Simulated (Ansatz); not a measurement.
Reaction (atomization): `C[Si]1(F)CBO1` → B• + 2 C• + F• + 6 H• + O• + Si•

Gas-phase electronic energies from Ansatz, PBE0-D4/def2-TZVP geometries. CCSD(T)/CBS is the MP2 limit (def2-TZVPP, def2-QZVPP) plus CCSD(T) − MP2 in def2-TZVPP, frozen cores. This one scheme is used for every species, atoms too. DFT in def2-TZVPP. B3LYP here is the variant with VWN-RPA as its local correlation; programs differ in this. No spin–orbit coupling; open shells (•) take unrestricted orbitals. Spin–orbit coupling would lower the free atoms: a little for B, C, F, O, Si.

(1) What is ΔE at CCSD(T)/CBS? (Estimate.)

(2) What do these levels give: PBE0-D4, B2PLYP, PBE, r2SCAN, PBE0, B3LYP, HF/def2-TZVPP, SCS-MP2/def2-TZVPP, MP2/def2-QZVPP, HF/CBS(def2), MP2/CBS(def2), CCSD/CBS(def2)? (Estimate.)

Largest T1 diagnostic among the species: 0.014.

Answers

(1) Ansatz gave: +1205.9 kcal/mol.

(2) Computed: PBE0-D4 1208.0, B2PLYP 1195.0, PBE 1220.0, r2SCAN 1212.0, PBE0 1202.9, B3LYP 1192.9, HF/def2-TZVPP 913.5, SCS-MP2/def2-TZVPP 1192.8, MP2/def2-QZVPP 1223.2, HF/CBS(def2) 916.0, MP2/CBS(def2) 1235.0, CCSD/CBS(def2) 1189.5 kcal/mol.

From PBE to PBE0 (25 % exact exchange), in def2-TZVPP and without D4, ΔE moves by −17.1 kcal/mol: exact exchange takes away binding that semilocal exchange gives to molecules. The D4 term adds +9.7 kcal/mol with B3LYP and +5.1 kcal/mol with PBE0; it sums over pairs of atoms, weighted by their polarisabilities, and B3LYP, whose exchange is more repulsive, gets the larger term. In def2-TZVPP, CCSD(T) changes the Hartree–Fock value by +262.9 kcal/mol (the triples alone add +16.4 kcal/mol) and MP2 by +292.0 kcal/mol; breaking electron pairs costs correlation energy, which Hartree–Fock lacks.

For atomizations the MP2-based limit and the directly extrapolated one differ by several kJ/mol either way, and by 10 to 25 for some Ge, Se and Sn compounds, so smaller differences from it don't rank the levels.
